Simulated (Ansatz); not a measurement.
Consider the ligand exchange at the Si–O bond: `CB(F)O[SiH3]` + `FC1NCO1` → `FC1OCN1[SiH3]` + `CB(O)F`.

Gas-phase electronic energies from Ansatz, PBE0-D4/def2-TZVP geometries. CCSD(T)/CBS is the MP2 limit (def2-TZVPP, def2-QZVPP) plus CCSD(T) − MP2 in def2-TZVPP, frozen cores. Functionals use def2-TZVPP. B3LYP here is the variant with VWN-RPA as its local correlation; programs differ in this. Each species was taken in one conformer, which may not be the lowest.

`CB(F)O[SiH3]`:

Cartesian coordinates in Å:
```
C -0.542 1.964 -0.376
B -0.517 0.445 -0.027
F -1.668 -0.173 0.286
O 0.613 -0.296 -0.022
Si 0.885 -1.898 0.310
H -0.963 2.537 0.457
H -1.203 2.145 -1.229
H 0.446 2.358 -0.608
H 0.482 -2.209 1.704
H 2.339 -2.119 0.141
H 0.128 -2.754 -0.636
```

`FC1NCO1`:

```xyz
9

F    -0.536   -2.063    0.019
C    -0.441   -0.766    0.409
N     0.849   -0.184    0.174
C     0.152    0.810   -0.640
O    -1.077    0.092   -0.496
H    -0.850   -0.725    1.426
H     1.330    0.158    0.993
H     0.092    1.814   -0.204
H     0.481    0.865   -1.681
```

`FC1OCN1[SiH3]`:

Cartesian coordinates in Å:
```
F -0.553 -0.990 1.846
C 0.070 0.145 1.382
O 1.457 0.011 1.394
C 1.458 0.059 -0.037
N 0.023 0.294 -0.033
Si -1.230 -0.065 -1.169
H -0.313 0.961 2.004
H 2.055 0.895 -0.412
H 1.792 -0.885 -0.485
H -1.403 -1.519 -1.438
H -2.485 0.490 -0.608
H -0.870 0.604 -2.444
```

`CB(O)F`:

Z-matrix (Å, degrees):
```
C
B 1 1.558
H 1 1.094 2 110.3
H 1 1.090 2 112.6 3 121.6
H 1 1.094 2 110.2 3 -116.8
O 2 1.353 1 122.1 3 -121.7
F 2 1.343 1 119.9 3 58.3
H 6 0.962 2 112.8 1 -180.0
```

```tsv
level	ΔE (kcal/mol)	difference from CCSD(T)/CBS
r2SCAN-D4	8.4	-0.2
PBE0-D4	7.5	-1.1
ωB97M-V	8.4	-0.2
B2PLYP	8.9	0.3
r2SCAN	8.6	0.0
PBE0	8.0	-0.6
B3LYP	9.1	0.5
HF/def2-TZVPP	11.7	3.1
SCS-MP2/def2-TZVPP	8.8	0.2
CCSD/def2-TZVPP	9.0	0.4
CCSD(T)/def2-TZVPP	8.5	-0.1
HF/def2-QZVPP	11.9	3.3
MP2/def2-QZVPP	8.1	-0.5
SCS-MP2/def2-QZVPP	8.9	0.3
MP2/CBS(def2)	8.1	-0.5
CCSD/CBS(def2)	9.1	0.5
CCSD(T)/CBS	8.6	0
```

Largest T1 diagnostic among the species: 0.012.

In def2-TZVPP, CCSD(T) changes the Hartree–Fock value by −3.2 kcal/mol (the triples alone add −0.5 kcal/mol) and MP2 by −3.7 kcal/mol. The D4 term adds −1.0 kcal/mol with B3LYP and −0.5 kcal/mol with PBE0; it sums over pairs of atoms, weighted by their polarisabilities, and B3LYP, whose exchange is more repulsive, gets the larger term.
